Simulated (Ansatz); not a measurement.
Start from `FBBr` and change one atom or group to get `O[SiH2]B(F)Br`.

Ansatz, PBE0-D4/def2-TZVP geometries, multiplicity 1. Each molecule was computed in one conformer, which needn't be the lowest.

Scalar relativity is left out up to krypton.

```tsv
property	`FBBr`
size of the dipole moment (PBE/def2-TZVPP) / D	0.57
LUMO energy (PBE0/def2-TZVPP) / eV	-1.27
HOMO energy (B3LYP/def2-TZVPP) / eV	-8.51
HOMO energy (PBE0/def2-TZVPP) / eV	-8.78
LUMO energy (PBE/def2-TZVPP) / eV	-2.26
zero-point energy (PBE0-D4/def2-TZVP) / kJ/mol	41.6
```

Q: Give the same properties after the change, and the shifts. (Best estimate.)

A: Ansatz gave: 
```csv
property,`O[SiH2]B(F)Br`,shift
size of the dipole moment (PBE/def2-TZVPP) / D,0.66,0.09
LUMO energy (PBE0/def2-TZVPP) / eV,-1.91,-0.64
HOMO energy (B3LYP/def2-TZVPP) / eV,-8.14,0.37
HOMO energy (PBE0/def2-TZVPP) / eV,-8.34,0.44
LUMO energy (PBE/def2-TZVPP) / eV,-2.81,-0.55
zero-point energy (PBE0-D4/def2-TZVP) / kJ/mol,101.4,59.8
```

With PBE0 the HOMO rises by 0.44 eV and the LUMO falls by 0.64 eV, so the gap narrows by about 1.08 eV. PBE moves the HOMO by 0.44 eV and ωB97M-V by 0.55 eV. The zero-point energy changes by 59.8 kJ/mol with +12 modes. Dipoles are sizes alone; their direction can turn.

B3LYP here is the variant with VWN-RPA as its local correlation; programs differ in this.

Spin–orbit coupling is left out; it splits and shifts lone-pair levels of the heavy atoms by tenths of an eV.
